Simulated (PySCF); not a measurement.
Vertical excitations of a molecule CH7FOSi2 from TDA-PBE0/def2-SVPD in PySCF, as energy in eV (oscillator strength): 7.78 (0.021), 8.09 (0.014), 8.23 (0.054), 8.49 (0.012), 8.50 (0.027), 8.56 (0.041), 8.65 (0.006), 8.75 (0.020), 8.80 (0.049), 8.84 (0.021). Lowest triplet (TDA): 7.45 eV. Geometry: PBE-D3(BJ)/def2-SVP. One conformer was computed; it need not be the lowest.

Problem. Which molecule gave these data?
(A) O[Si@@H](F)C[SiH3]
(B) C[SiH2][Si@H](O)F
(C) F[SiH2]CO[SiH3]
(D) O[SiH2]C[SiH2]F

Solution. A, O[Si@@H](F)C[SiH3]
